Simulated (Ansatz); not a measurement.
Total energies of Br$_{2}$F$_{2}$Zr, SMILES `[F][Zr]([F])([Br])[Br]`.

Z-matrix (Å, degrees):
```
Zr
F 1 1.880
Br 1 2.485 2 109.5
Br 1 2.485 2 109.5 3 121.0
F 1 1.880 2 108.7 3 -119.5
```

Total charge 0; spin multiplicity 1. Correlated methods include outer-core shells of Br, Zr, which these sets cover unevenly. Scalar relativity is left out up to krypton. Zr: def2 effective core potential. All single points use the PBE0-D4/def2-TZVP geometry. Basis def2-TZVPP, the Gaussian-basis code of Ansatz.

RPA on PBE orbitals: Hartree–Fock energy of these orbitals -5390.58429 Eh, correlation -2.04841 Eh (frozen core).

```
             functional  energy without D4 (Eh)  D4 term (kJ/mol)
            LDA (SPW92)             -5387.00256                 –
                 revPBE             -5395.00998             -30.5
                   BLYP             -5395.49907             -30.7
                 r2SCAN             -5395.40431              -3.5
                   PBE0             -5394.68398             -13.4
                  B3LYP             -5395.55443             -25.0
HSE06 (plane-wave form)             -5394.68415             -12.9
                LC-ωPBE             -5394.67439                 –
                ωB97M-V             -5395.06724                 –
               PBE-QIDH             -5393.98717                 –
```

**Question.** Give the same for PBE, B97M-V, r2SCANh, r2SCAN0, BHLYP, CAM-B3LYP, ωB97X-V, B2PLYP. (Best estimate.)

**Answer.** Computed: 
```
functional  energy without D4 (Eh)  D4 term (kJ/mol)
       PBE             -5394.53942             -15.3
    B97M-V             -5394.49970                 –
   r2SCANh             -5395.37342              -3.9
   r2SCAN0             -5395.32947              -4.4
     BHLYP             -5395.30017             -25.6
 CAM-B3LYP             -5395.65164             -14.3
   ωB97X-V             -5394.91052                 –
    B2PLYP             -5394.53387                 –
```

B3LYP takes the VWN-RPA correlation (the form of Gaussian; ORCA's B3LYP/G). HSE06 is the plane-wave form, built on full-range PBE exchange. The double hybrids freeze the cores in their second-order part.

LC-ωPBE has ω = 0.4 bohr⁻¹.
